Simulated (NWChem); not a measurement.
Species: C₇H₇, doublet; SMILES c1(cccc[c]1)C

```xyz
14

C     -0.1081    -2.4632     0.0000
C     -0.0592    -0.9555     0.0000
C     -1.1987    -0.1570     0.0000
C     -1.2495     1.2236     0.0000
C     -0.0109     1.9050     0.0000
C      1.1837     1.1685     0.0000
C      1.1620    -0.2364     0.0000
H     -0.6477    -2.8454     0.8907
H     -0.6477    -2.8454    -0.8907
H      0.9099    -2.8981     0.0000
H     -2.2006     1.7800     0.0000
H      0.0101     3.0063     0.0000
H      2.1503     1.6946     0.0000
H      2.1094    -0.8014     0.0000
```
Atoms are numbered in this order, from 1.

Geometry: optimised at PBE-D3(BJ)/def2-SVP, spin-unrestricted. Not confirmed as a minimum by frequencies. No stability test was run on the SCF state. B3LYP is NWChem's, with the RPA form of VWN correlation.

Symmetry labels are those of Cs in the frame above (b1 and b2, or b-type labels, depend on it).

Question: List the 4 lowest vertical excitations from B3LYP/6-31G* (spherical d), spin-unrestricted, TDA (NWChem).

Answer: 
```csv
state,energy (eV),oscillator strength,symmetry of the excitation,<S²>
state 1,2.81,0.001,a",0.76
state 2,3.36,0.000,a",0.77
state 3,4.11,0.000,a',2.75
state 4,4.71,0.000,a',2.70
```
